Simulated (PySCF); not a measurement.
A structure optimised at TPSSh-D3(BJ)/def2-TZVP, used in a PySCF frequency run:

```xyz
6

Mg     0.0000     0.0000     0.5759
Br     0.0000     0.0000    -1.7738
Si     0.0000     0.0000     3.1456
H      1.1925    -0.6885     3.7112
H     -1.1925    -0.6885     3.7112
H      0.0000     1.3770     3.7112
```
Charge 0, spin multiplicity 1.

Task: Write its SMILES, formula and point group.

Result: [SiH3][Mg][Br], BrH3MgSi, C3v

Task: What are its rotational constants (standard atomic weights)?

Result: 88.141, 0.87738, 0.87738 GHz
